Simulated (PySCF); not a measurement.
**Trend along group 14: MSn molecules**

PBE0 with double-zeta basis sets in PySCF, for the lowest determinant that a PBE0 search found; no spin–orbit coupling. De refers to high-spin ground-configuration atoms. A positive dipole means M(−)Sn(+).

| M | basis | state (unpaired electrons) | Re (Å) | ωe (cm⁻¹) | De (eV) | μ (D) |
| --- | --- | --- | --- | --- | --- | --- |
| C | def2-SVP | triplet (σ ↑, π ↑) | 2.021 | 632 | 3.10 | 2.38 |
| Si | x2c-SVPall | triplet (π ↑↑) | 2.514 | 358 | 2.78 | 0.97 |
| Ge | def2-SVP | triplet (π ↑↑) | 2.576 | 243 | 2.61 | 0.68 |
| Sn | def2-SVP | triplet (π ↑↑) | 2.761 | 196 | 2.37 | n/a |
| Pb | def2-SVP | triplet (π ↑↑) | 2.826 | 169 | 2.25 | -0.66 |

Task: By what factor does the harmonic wavenumber vary along the series?

Result: At PBE0 it runs from 169 cm⁻¹ (SnPb) to 632 cm⁻¹ (SnC), a factor of 3.74.

The rows differ in basis set, which adds steps of its own.

The state changes along the series, so neighbouring rows are not always alike in their bonding.

Spin–orbit coupling is left out, which matters for elements this heavy, above all for dissociation energies. States were picked by a PBE0 search and need not be the measured ground states.
